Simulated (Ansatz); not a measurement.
Molecule: CH7Cl2NSi2, net charge 0, singlet state. SMILES: C[Si](Cl)(Cl)N[SiH3]
Geometry from a B3LYP-D3(BJ)/def2-TZVP (Ansatz, an electronic-structure program) optimisation:
```xyz
13

C      1.8117    -0.8005    -0.7272
Si     0.4273     0.0229     0.1800
Cl     0.2571     1.9520    -0.5571
Cl     0.8684     0.1638     2.1913
N     -1.0574    -0.8126     0.0659
Si    -1.9178    -1.2711    -1.3719
H      1.9780    -1.8015    -0.3267
H      2.7302    -0.2219    -0.6270
H      1.5727    -0.8830    -1.7888
H     -1.5695    -0.8756     0.9359
H     -0.9711    -1.1244    -2.4982
H     -2.3719    -2.6777    -1.2755
H     -3.1045    -0.4179    -1.6136
```
Charge 0, spin multiplicity 1.

Atomisation energy built up term by term with Ansatz (kcal/mol; UHF references for open shells; valence terms freeze the core; atomic spin-orbit terms are left out). Basis-set limits of correlation are two-point, X^-3; Hartree-Fock from the larger set.

| term | basis | kcal/mol |
|---|---|---|
| Hartree-Fock | cc-pV(Q+d)Z | … |
| CCSD correlation | CBS(cc-pV(T+d)Z,cc-pV(Q+d)Z) | … |
| (T) | CBS(cc-pV(T+d)Z,cc-pV(Q+d)Z) | 16.84 |
| core correlation | cc-pwCVTZ | 2.09 |
| scalar relativity (X2C) | cc-pVTZ-DK against cc-pVTZ | -2.39 |
| sum: De |  | … |

Some entries are withheld; supply them.


- Hartree-Fock, kcal/mol: 810.65
- CCSD correlation, kcal/mol: 262.66
- sum: De, kcal/mol: 1089.8
